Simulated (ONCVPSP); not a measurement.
**Configuration tests for nickel (Ni) (ONCV)**

* Element: Ni
* Generator: ONCVPSP 4.0.1
* Type: optimised norm-conserving Vanderbilt (ONCV)
* Functional: PBE
* Relativity: scalar-relativistic
* Frozen core: [Ne]
* Valence charge: 18
* Reference configuration: 3s2 3p6 3d7 (charge +3)
* Partial waves: 3s: rc 1.25 bohr, ncon 4, nbas 7, qcut 10.5 1/bohr, 2 projectors, debl 1.9 Ha; 3p: rc 1.00 bohr, ncon 4, nbas 7, qcut 17.2 1/bohr, 3 projectors, debl 1 Ha; 3d: rc 0.90 bohr, ncon 4, nbas 9, qcut 20.4 1/bohr, 1 projector
* Local potential: polynomial inside 0.90 bohr (lpopt 5, dvloc0 0 Ha)
* Core correction: polynomial model core, fcfact 0.3

In the s channel the program set the typed energies aside and used -5.534, 0.250 Ha. In the p channel the program set the typed energies aside and used -4.068, 0.250, 1.250 Ha.

Energies are relative to the spin-unpolarised reference configuration 3s2 3p6 3d7; without spin polarisation the order of configurations can differ from experiment.

(1) Give the all-electron excitation energy and the error of the potential for: 3s2 3p6 3d8 4s2; 3s2 3p6 3d8 4s1; 3s2 3p6 3d8; 3s2 3p6 3d9 4s1.

Levels in the configuration 3s2 3p6 3d8 4s2:

```
level  all-electron (eV)  pseudo (eV)
   3s           -111.059     -111.001
   3p            -71.388      -71.373
   3d             -8.874       -8.870
   4s             -5.643       -5.643
```

Results:

(1)

```csv
valence configuration,charge,ΔE all-electron (eV),error AE − PS (meV)
3s2 3p6 3d8 4s2,0,-64.140,-0.3
3s2 3p6 3d8 4s1,+1,-54.817,-0.2
3s2 3p6 3d8,+2,-37.467,+1.3
3s2 3p6 3d9 4s1,0,-65.737,-4.5
```
